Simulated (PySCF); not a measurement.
C4H3N, SMILES `CC#CC#N`, neutral singlet in the gas phase. 

Cartesian coordinates (Å):
```xyz
8

C     -1.4760    -0.1363     0.3691
C     -0.0679    -0.0063     0.0603
C      1.1042     0.1020    -0.1968
C      2.4334     0.2247    -0.4883
N      3.5582     0.3286    -0.7350
H     -1.7283    -1.1764     0.5856
H     -2.0871     0.1960    -0.4726
H     -1.7365     0.4676     1.2407
```
Charge 0, multiplicity 1.

All levels are single points at this geometry (B3LYP-D3(BJ)/def2-TZVP); Pople sets use spherical d functions. Orbital energies aren't observables, and empty levels follow the basis.

```
level                            HOMO (eV)  LUMO (eV)  gap (eV)  dipole (D)  vertical IE, Delta-SCF (eV)
-------------------------------  ---------  ---------  --------  ----------  ---------------------------
B3LYP-D3(BJ)/def2-TZVP in PySCF      -8.14      -1.33      6.81        5.33                        10.56
PBE-D3(BJ)/def2-TZVP in PySCF        -7.19      -2.06      5.13        5.30                        10.42
B3LYP/6-311+G** in PySCF             -8.18      -1.37      6.81        5.40                            –
B3LYP/6-31G* in PySCF                -7.82      -0.96      6.86        5.11                        10.38
PBE/6-31G* in PySCF                  -6.87      -1.72      5.16        5.10                        10.24
HF/6-31G* in PySCF                  -10.84       3.09     13.94        5.33                            –
```
